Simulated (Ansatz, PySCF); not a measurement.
Reaction (SMILES): Cl[Si](Cl)(Br)Br + 3 [SiH4] (SiH4) → 2 [SiH3]Br + 2 [SiH3]Cl
Structures are relaxed separately at B3LYP-D3(BJ)/def2-TZVP in Ansatz (a quantum-chemistry and plane-wave program). Frequencies are from Ansatz or PySCF.

Quantity: bond separation energy (enthalpy at 298 K, with B3LYP-D3(BJ) rigid-rotor harmonic-oscillator terms), in kcal/mol. Cores are frozen in the correlated levels unless marked. Spin-orbit coupling is left out. Frozen are the shells of the preceding noble gas and the d and f shells that filled before the atom's block. No relativistic terms. Basis-set limits of correlation are two-point, X^-3; Hartree-Fock from the larger set.

CCSD(T)/CBS(def2-TZVPPD,def2-QZVPPD) (Ansatz) gives 0.9 kcal/mol.

Task: Another calculation gave 1.9 kcal/mol. Which level was it?
A) B97M-V/def2-TZVPD (Ansatz)
B) PBE/def2-TZVPD (Ansatz)
C) B3LYP/def2-TZVPD (Ansatz)

Result: B, PBE/def2-TZVPD (Ansatz). The others give 4.4 (B97M-V), -1.5 (B3LYP) kcal/mol.
